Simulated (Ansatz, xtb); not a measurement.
# Isomers of F2H4N2Si in order of energy

3 gas-phase structures of F2H4N2Si, found in a search over its isomers (lower ones may exist). Each was relaxed with GFN2-xTB; where two conformers were screened, the lower at r2SCAN-D4/def2-SVP is listed:

A. `N=[Si-]([NH3+])(F)F`, a singlet
B. `N[Si](N)(F)F`, a singlet
C. `NN[SiH](F)F`, a singlet

Task: Estimate their order in r2SCAN-D4/def2-SVP energy at these geometries, lowest first.

Result: Calculated order at r2SCAN-D4/def2-SVP: B (0.0), A (184.2), C (237.2) kJ/mol.

Energies above the lowest of each column, in kJ/mol; the last columns are at PBE0-D3(BJ)/def2-SVP geometries:

```json
{"structure": "B", "GFN2-xTB": "0.0", "HF/STO-3G": "0.0", "r2SCAN-D4/def2-SVP": "0.0", "PBE0-D3(BJ)/def2-SVP": "0.0", "CCSD(T)/def2-SVP + ΔMP2/def2-TZVPP": "0.0"}
{"structure": "A", "GFN2-xTB": "127.4", "HF/STO-3G": "389.2", "r2SCAN-D4/def2-SVP": "184.2", "PBE0-D3(BJ)/def2-SVP": "192.1", "CCSD(T)/def2-SVP + ΔMP2/def2-TZVPP": "190.5"}
{"structure": "C", "GFN2-xTB": "130.1", "HF/STO-3G": "164.0", "r2SCAN-D4/def2-SVP": "237.2", "PBE0-D3(BJ)/def2-SVP": "232.2", "CCSD(T)/def2-SVP + ΔMP2/def2-TZVPP": "259.0"}
```

Every level run on B puts it lowest or level with the lowest. Flexible structures stand in one conformer each, not always the lowest. The ΔMP2 step shifts differences by up to 29.1 kJ/mol, which makes them less sure. ΔMP2 is the change of the MP2 energy from the smaller to the larger basis.

Programs: Ansatz 0.2.0, xtb 6.7.1.
